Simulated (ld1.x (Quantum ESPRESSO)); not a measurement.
# tellurium: one change to a TM potential, before and after

* Element: tellurium (Te)
* Generator: ld1.x (Quantum ESPRESSO) 7.5
* Type: norm-conserving Troullier–Martins (Kleinman–Bylander form)
* Functional: PBEsol
* Relativity: scalar-relativistic
* Frozen core: [Kr] 4d10
* Valence charge: 6
* Reference configuration: 5s2 5p4
* Partial waves: 5s (bound): rc 1.50 bohr; 5p (bound): rc 2.25 bohr
* Local potential: all-electron potential smoothed inside 1.65 bohr (lloc = -1)
* Core correction: a·sin(br)/r model core inside 0.85 bohr

All-electron outer shells of the reference configuration (PBEsol, scalar-relativistic, ld1.x):

```csv
shell,level (eV),outermost node (bohr),outermost maximum (bohr)
4p,-114.23,0.38,0.74
4d,-41.59,0.36,0.81
5s,-15.15,0.91,1.80
5p,-5.97,1.00,2.17
```

Change: local potential all-electron potential smoothed inside 1.20 bohr (lloc = -1).

Cutoffs: the cutoffs (Ry, on a coarse ladder) from which the occupation-weighted sum of valence levels, in a spherical-Bessel basis at the reference potential, stays within 10 and 1 mRy of its value at 400 Ry; they do not see the model core or the augmentation charge, which bear on the density cutoff. Errors are all-electron minus pseudo energies relative to the spin-unpolarised reference configuration.

**Question.** What does the change do?

**Answer.** The potential gets softer (50 Ry and 110 Ry → 40 Ry and 110 Ry); the bound ghosts move from d, s to d, p, s; the number of tests that count goes from 7 to 6; of the 6 tests that both files solve, the error grows in 5 and shrinks in 1 by more than 15 % and 0.3 meV (median size 15.2 → 28.8 meV); the range in which the s phases agree narrows (upper end 3.5 → 2.2); the range in which the p phases agree widens (upper end 1.4 → 4.3). In the separable form a ghost depends on how the local part lies against the semilocal potential of the channel, so the choice of the local part can create or remove one.

```tsv
quantity	base	changed
cutoff, loose	50 Ry	40 Ry
cutoff, tight	110 Ry	110 Ry
loose cutoff by channel (10 mRy a level)	s 35 Ry, p 10 Ry	s 35 Ry, p 6 Ry
bound ghosts	s, d	s, p, d
tests counted (converged, no solver errors)	7 of 7	6 of 7
error for 5s2 5p3, meV [ΔE 9.75 eV]	-2.0	-5.2
error for 5s2 5p2, meV [ΔE 27.72 eV]	-17	-27
error for 5s1 5p4, meV [ΔE 19.63 eV]	-13	-31
error for 5s0 5p6, meV [ΔE 18.77 eV]	-43	-70
error for 5s2 5p0, meV [ΔE 91.20 eV]	-331	-222
error for 5s2 5p3.5, meV [ΔE 3.91 eV]	-0.7	-1.5
s: phases at 2.44 bohr within 0.05 rad from the reference energy up to (Ry; the scan ends near 5)	3.5	2.2
p: phases at 2.44 bohr within 0.05 rad from the reference energy up to (Ry; the scan ends near 5)	1.4	4.3
```

Changed file: Tests not counted: 5s2 5p1 (solver errors, printed error -5.1 eV). A true bound ghost makes a file unfit for plane-wave use even where its test errors are small: the radial tests pick states by their node count and pass the ghost by. Where a test does run into it, the solver fails or the error is huge.
